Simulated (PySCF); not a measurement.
CHCl2 (SMILES Cl[CH-]Cl), charge -1, singlet, at a GFN2-xTB geometry (in this run its highest filled SCF level lies above zero, so its values depend strongly on the basis, on diffuse functions most of all). Base run: PBE0/STO-3G run with PySCF.

PySCF was given this input:
```python
from pyscf import gto, scf, dft

mol = gto.M(
    atom='''
C    -0.12314110   -0.01095061    0.90506640
Cl   -0.00135195    1.46667290   -0.18181659
Cl   -0.00783095   -1.46169315   -0.21812909
H     0.89495595   -0.01895205    1.36867808
''',
    basis='sto-3g',
    charge=-1,
    verbose=3,
)

mf = dft.RKS(mol)
mf.xc = 'pbe0'
mf.kernel()
```

The base run was repeated with changes; each row names its change, and settings that it needs were set with it.

| change | ΔE vs base (µEh) | grid points | electrons on the grid |
|---|---|---|---|
| base | 0.0 | 61688 | 42.00000 |
| grids.level = 4 | -0.1 | 101696 | 42.00000 |
| grids.prune = dft.gen_grid.treutler_prune | 1.5 | 57504 | 42.00000 |
| grids.level = 7 | 0.5 | 307360 | 42.00000 |
| grids.atom_grid = (150, 974) | 0.4 | 309000 | 42.00000 |
| grids.radi_method = mura_knowles | 0.1 | 57800 | 42.00000 |
| grids.atom_grid = (99, 590) | -0.1 | 124248 | 42.00000 |
| grids.radi_method = gauss_chebyshev | -0.3 | 60320 | 42.00000 |
| grids.level = 2 | -4.4 | 40072 | 42.00000 |
| grids.atom_grid = (50, 194) | 17.4 | 25816 | 41.99998 |
| grids.atom_grid = (30, 110) | -1976 | 9768 | 42.00004 |
